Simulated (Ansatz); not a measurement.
Isomers of Na7S3⁺ (singlet), relaxed with r2SCAN-D4/def2-SVP; total energies from Ansatz at PBE0-D4/def2-TZVP.

| isomer | description | energy (Eh) |
| --- | --- | --- |
| A | point group C2v; 14 × Na–S 2.51 to 2.84 Å | -2329.79242 |
| B | point group C2v; 13 × Na–S 2.49 to 2.90 Å | -2329.78916 |
| C | point group C3v; 12 × Na–S 2.48 to 2.76 Å | -2329.79569 |
| D | point group not assigned; 12 × Na–S 2.45 to 2.72 Å | -2329.77909 |

The isomers come from a short search, and lower ones may exist.

**Question.** Work out the relative energies (1 Eh = 2625.5 kJ/mol) and the Boltzmann populations at 1200 K from electronic energies alone (R = 8.314 J/mol/K).

**Answer.** ΔE: A 8.6, B 17.1, C 0.0, D 43.6 kJ/mol. RT = 9.98 kJ/mol. Factors exp(−ΔE/RT): A 0.422, B 0.18, C 1, D 0.0127; sum 1.615. Populations: A 26.1 %, B 11.1 %, C 61.9 %, D 0.8 %. Zero-point energy, vibrational entropy and symmetry numbers are left out and can shift these; an error of 4 kJ/mol changes a ratio by a factor of 1.5. Over the other density-functional and correlated levels in def2 sets, the gap between C and A ranges from -7 to 19 kJ/mol.
